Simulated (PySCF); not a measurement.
# Ho³⁺: ionisation energy

Ho³⁺ [Xe] 4f10 [4f5/2^6 4f7/2^4, M_J = 8] → Ho⁴⁺ [Xe] 4f9 [4f5/2^6 4f7/2^3, M_J = 15/2], as a difference of total energies. All numbers are calculated (PySCF 2.14, the two-component X2C-1e Hamiltonian, in x2c-TZVPPall-2c). Correlated levels: [Ar] 3d10 frozen; the 18 highest virtual spinors dropped. "Screened" scales the spin-orbit matrix elements by Boettger's factors to mimic the two-electron term; Breit and QED terms are absent.

```csv
method,ionisation energy (eV),difference from reference (eV)
GHF (spin-free),38.872,-3.648
GMP2 (spin-free),42.618,+0.098
GHF (screened spin-orbit),38.846,-3.674
GMP2 (screened spin-orbit),42.593,+0.073
```

Reference: 42.52 ± 0.08 eV (semi-empirical (NIST evaluation); NIST Atomic Spectra Database, ionization energies).

The spin-free rows relax to the high-spin LS determinant and lack the spin-orbit shift.

The labels give the starting determinants; with spin-orbit coupling the two ends relaxed to ⟨J²⟩ = 72.01, ⟨L²⟩ = 42.87, ⟨S²⟩ = 5.86 and ⟨J²⟩ = 63.77, ⟨L²⟩ = 30.77, ⟨S²⟩ = 8.55.
